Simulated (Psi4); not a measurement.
Psi4 was given this input:
```
memory 2 GB

molecule mol {
0 2
O    -1.001352    0.757020    1.020482
Si   -0.081291    0.053556   -0.058452
O    -0.774220   -1.100007   -0.945903
O     0.866864    0.915645   -1.043856
O     0.882846   -0.580320    1.156698
H    -0.473896   -1.245701   -1.838753
H     1.368777    1.642345   -0.685568
H     0.450088   -1.085126    1.843288
}

set {
  basis sto-3g
  reference uks
  scf_type pk
  puream true
  d_convergence 1e-8
  dft_radial_points 99
  dft_spherical_points 590
}

energy('cam-b3lyp')
print_variables()
```

Problem. Give the total energy at the level CAM-B3LYP/STO-3G (Psi4 1.11).

Solution. -584.4296 Eh

Problem. What <S^2> does CAM-B3LYP/STO-3G give?

Solution. 0.753

Problem. Give the nuclear repulsion energy at the level CAM-B3LYP/STO-3G.

Solution. 259.6529 Eh

Problem. What is the computed number of basis functions (CAM-B3LYP/STO-3G)?

Solution. 32

Problem. What dipole moment does CAM-B3LYP/STO-3G give?

Solution. 0.88 D

These values belong to the state on which the SCF converged, which isn't shown to be the lowest.
